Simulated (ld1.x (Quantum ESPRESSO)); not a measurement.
## Building the TM potential for Pb (PBE, scalar-relativistic).

```
Element                 : lead (Pb)
Generator               : ld1.x (Quantum ESPRESSO) 7.5
Type                    : norm-conserving Troullier–Martins (Kleinman–Bylander form)
Functional              : PBE
Relativity              : scalar-relativistic
Frozen core             : [Xe] 4f14
Valence charge          : 14
Reference configuration : 5d10 6s2 6p2
Partial waves           : 6s (bound): rc 1.80 bohr; 6p (bound): rc 2.20 bohr; 5d (bound): rc 2.10 bohr
Local potential         : the d channel
Core correction         : none
```

Poles of the logarithmic derivatives, all-electron (AE) and pseudo (PS). s: poles at 1.1 (AE) and 1.1 (PS) Ry. p: poles at 3.2 (AE) and -1.1, 3.3 (PS) Ry. d: poles at -1.3 (AE) and -1.3 (PS) Ry. Test radius 2.40 bohr.

* Cutoffs needed: 50 Ry and 80 Ry (the cutoffs (Ry, on a coarse ladder) from which the occupation-weighted sum of valence levels, in a spherical-Bessel basis at the reference potential, stays within 10 and 1 mRy of its value at 400 Ry)
* Ghost test: ghost states, extra bound levels that the all-electron valence spectrum of the same l lacks: s at -81.2 eV, p at -15.1 eV; a true bound ghost makes a file unfit for plane-wave use (spherical-Bessel basis up to 400 Ry, 20 bohr box)
* Largest excitation error: +54 meV (all-electron minus pseudo) for 5d10 6s0 6p0, out of 7 test configurations
